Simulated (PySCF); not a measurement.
Interval between two levels of In⁺ by level of theory

In⁺ [Kr] 4d10 5s2 → In⁺ [Kr] 4d10 5s1 5p1 [3P2, M_J = 2], as a difference of total energies. Computed with PySCF 2.14 in x2c-TZVPall-2c with one added diffuse shell each of s, p, d, f type (9s10p6d3f, 90 functions), with the two-component X2C-1e Hamiltonian. Correlated levels: [Ar] 3d10 frozen; the 6 highest virtual spinors dropped. "Screened" scales the spin-orbit matrix elements by Boettger's factors to mimic the two-electron term; Breit and QED terms are absent.

| method | interval between two levels (cm⁻¹) |
| --- | --- |
| GHF (spin-free) | 33658 |
| GMP2 (spin-free) | 44878 |
| GHF (screened spin-orbit) | 34753 |
| GMP2 (screened spin-orbit) | 46024 |

The spin-free rows relax to the high-spin LS determinant and lack the spin-orbit shift.

Errors of the correlated levels include the incompleteness of this basis and the frozen core.

The labels give the starting determinants; with spin-orbit coupling the two ends relaxed to ⟨J²⟩ = 0.00, ⟨L²⟩ = 0.02, ⟨S²⟩ = 0.02 and ⟨J²⟩ = 6.01, ⟨L²⟩ = 2.02, ⟨S²⟩ = 2.02.

For comparison: 45830 cm⁻¹ (measured; NIST Handbook of Basic Atomic Spectroscopic Data (Sansonetti and Martin, J. Phys. Chem. Ref. Data 34, 1559 (2005))).
